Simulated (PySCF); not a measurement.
## Converging SiPb in the basis (HF)

PySCF, UHF reference; triplet, unpaired electrons π ↑↑; De to Si + Pb without counterpoise correction.

| basis | relativity | functions | Re (Å) | ωe (cm⁻¹) | De (eV) | μ (D) |
| --- | --- | --- | --- | --- | --- | --- |
| def2-SVP | scalar-relativistic core potentials | 44 | 2.552 | 358 | 0.84 | 1.69 |
| cc-pV(D+d)Z/cc-pVDZ-PP | scalar-relativistic core potentials | 46 | 2.554 | 357 | 0.84 | 1.69 |
| def2-SVPD | scalar-relativistic core potentials | 56 | 2.555 | 357 | 0.93 | 1.75 |
| def2-TZVPP | scalar-relativistic core potentials | 92 | 2.543 | 357 | 0.94 | 1.80 |

**Question.** How does each smaller set differ from the one with most functions, def2-TZVPP?

**Answer.** def2-SVP: +0.9 pm, +0.3 % in ωe, -0.10 eV in De; cc-pV(D+d)Z/cc-pVDZ-PP: +1.1 pm, +0.0 % in ωe, -0.10 eV in De; def2-SVPD: +1.2 pm, +0.0 % in ωe, -0.01 eV in De. All at HF; the set with most functions is neither the basis-set limit nor always the best.

A positive dipole means Si(−)Pb(+). Spin–orbit coupling is left out, which matters for elements this heavy, above all for dissociation energies. Hartree–Fock leaves out correlation, which carries a large part of most bond energies and some tenths to 1 eV of ionisation energies. The state is the lowest determinant that a PBE0 search found; another state may lie lower at other levels.
